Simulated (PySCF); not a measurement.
C₂H₆N₂OSi, SMILES O=C=N[Si@H](N)C.

The structure is a stationary point at B3LYP-D3(BJ)/def2-SVP. The structure was generated by enumeration; whether it is a known compound was not checked. One conformer was computed; it need not be the lowest.

Level of theory: B3LYP-D3(BJ)/def2-SVP in PySCF.

Frequencies are harmonic and unscaled.

Problem. List the normal modes with their intensities. (Estimate from the structure and the level; the computed values follow.)

Solution. 
```
mode  ν (cm⁻¹)  IR (km/mol)  Raman (Å⁴/amu)  depolarisation  moving atoms (share of kinetic energy)
----  --------  -----------  --------------  --------------  --------------------------------------
1           46          0.1             3.1            0.75          N 42 %, O 30 %, C 16 %, H 10 %
2           54          0.3             2.8            0.75                  N 57 %, O 26 %, H 10 %
3          155          0.1             0.1            0.75                                  H 96 %
4          190          6.1             1.4            0.73                  H 60 %, C 17 %, N 17 %
5          252          7.1             0.6            0.63         H 37 %, N 29 %, C 21 %, Si 11 %
6          272         17.7             2.5            0.65                          H 49 %, N 35 %
7          310         27.5             1.0            0.70                 H 40 %, N 26 %, Si 26 %
8          427        180.7             2.3            0.07                          H 61 %, N 35 %
9          550        125.4             4.0            0.07  Si 41 %, O 22 %, C 18 %, H 10 %, N 9 %
10         613         23.4             0.7            0.71                  C 72 %, O 15 %, N 12 %
11         617         27.6             0.6            0.72                  C 72 %, O 15 %, N 13 %
12         645         19.2             3.5            0.70                                  H 90 %
13         703         47.7             9.9            0.16                 C 39 %, H 29 %, Si 26 %
14         779         10.0             3.1            0.36                          H 73 %, C 16 %
15         836         17.5             5.1            0.75         H 57 %, N 22 %, Si 11 %, C 10 %
16         886        193.3             4.4            0.23                 H 56 %, Si 22 %, N 18 %
17         895        142.2             8.6            0.75                  H 73 %, Si 11 %, N 9 %
18         932        226.7             6.4            0.62                 H 65 %, Si 23 %, N 11 %
19        1277         30.1             0.9            0.22                          H 77 %, C 22 %
20        1432          3.2            13.3            0.75                                  H 96 %
21        1435          2.4            12.1            0.75                                  H 96 %
22        1508         25.3            41.8            0.24                          N 55 %, O 42 %
23        1548         47.0             7.2            0.74                          H 89 %, N 10 %
24        2252        155.4           138.2            0.19                                  H 96 %
25        2443       1502.1             5.3            0.19                  C 69 %, N 20 %, O 11 %
26        3033          1.6           133.7            0.00                                  H 97 %
27        3122          5.3            78.0            0.72                           H 91 %, C 9 %
28        3134          5.0            97.5            0.74                           H 91 %, C 9 %
29        3563         24.5           132.1            0.12                                  H 96 %
30        3653         26.2            81.1            0.74                           H 91 %, N 9 %
```
